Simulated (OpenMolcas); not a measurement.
## Ar2+: from CASSCF to CASPT2

```yaml
Program: OpenMolcas 26.06
Basis: ANO-RCC-VDZP [4s3p1d]
Scalar_Hamiltonian: DKH2, point nucleus
Active_space: 4 electrons in 3 orbitals (3p)
State_averaging: 2S+1 = 3 even, 3 roots; 2S+1 = 1 even, 6 roots
Spin-orbit_coupling: RASSI with atomic mean-field integrals over the reference wave functions, term energies averaged over their components
```

Methods on the same reference wave functions:
A. CASSCF
B. SS-CASPT2, IPEA 0.25 Eh, imaginary shift 0.1 Eh (closed shells correlated: 2s 2p 3s)

Energies in cm⁻¹ above 3s² 3p⁴ ³P₂, the measured ground level; measured values from Saloman, J. Phys. Chem. Ref. Data 39, 033101 (2010).

| Level | A | B | Measured |
| --- | --- | --- | --- |
| 3s² 3p⁴ ³P₂ | 0.0 | 0.0 | 0.0 |
| 3s² 3p⁴ ³P₁ | 1077 | 1079 | 1112 |
| 3s² 3p⁴ ³P₀ | 1544 | 1538 | 1570 |
| 3s² 3p⁴ ¹D₂ | 16850 | 15490 | 14010 |
| 3s² 3p⁴ ¹S₀ | 41172 | 35530 | 33266 |

Deviations, from unrounded energies. A percentage is the sum of absolute deviations over the sum of measured energies, with the sign that they share, or ± where signs differ.

```csv
Against measurement,Levels,A,B
mean absolute deviation (cm-1),4,2700,950
fine structure of the ground term (%),2,-2.3,-2.4
other terms of the ground configuration (%),2,+22.7,+7.9
```

B lies closest to measurement on these levels. The largest miss of B in the table is 3s² 3p⁴ ¹S₀, by +2300 cm-1. The ranking rests on the paired levels alone, and a cruder setting can come out closer through cancelling errors.

From A to B the spin-free energies of the other terms of 3s² 3p⁴ shown, above ³P, scale by factors of 0.86 to 0.92.

The lowest spin-free term lies below A's lowest term by 0.116 hartree in B.

CASPT2 does not keep the components of a term degenerate, so their means are used; among the terms shown or strongly mixed into the levels shown the widest spread is 150 cm-1 (3s² 3p⁴ ¹D, B). With the s shell closed, the reference lacks s² → p² mixing. Measured partners are found by configuration, term and J. A level has none where our copy of the source lacks it or the pairing is in doubt (some pairs that miss far off the trend of their configuration count as doubtful), and it then counts in no deviation. Levels of configurations outside the active space are missing.
